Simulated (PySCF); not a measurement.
Cartesian coordinates in Å; atom numbers follow the order of the lines, from 1:
```xyz
9

Si   -0.7758   -0.0133   -0.5367
C    -0.7361   -0.0241    1.2955
C    -0.7278   -0.0380    2.5117
H    -0.7210   -0.0484    3.5875
C     0.9334    0.0110   -1.1964
C     2.0678    0.0305   -1.6350
H     3.0708    0.0482   -2.0238
H    -1.5022    1.1996   -1.0066
H    -1.4762   -1.2349   -1.0218
```

Theoretical values (PySCF 2.14): KT2/pcSseg-1 with gauge-including orbitals, coordinates at the PBE0-D3(BJ)/def2-SVP level. In vacuum, averaged over atoms made equivalent by symmetry, fast rotation or ring inversion, single conformer, non-relativistic Hamiltonian.

δ = σ(ref) − σ, references computed at the same level: 13C and 1H and 29Si vs TMS.

```tsv
atoms	nucleus	count	δ (ppm)
Si1	29Si	1	-95.9
C2/C5	13C	2	71.9
C3/C6	13C	2	94.9
H4/H7	1H	2	?
H8/H9	1H	2	?
```

Task: Fill in the missing shifts.

Result: 
- H8/H9: 4.76 ppm, hydrogen on a silicon bonded to 2 C
- H4/H7: 2.54 ppm, hydrogen on a carbon bonded to C

Shifts are as computed. Against solution values, carbons near 30 ppm lie about +2 ppm off and those near 130 ppm about -5 ppm. Of 1211 compounds with measured shifts, 218 miss one by over three times the rms of a fit or turn the order of signals round; such compounds aren't used in these exercises.
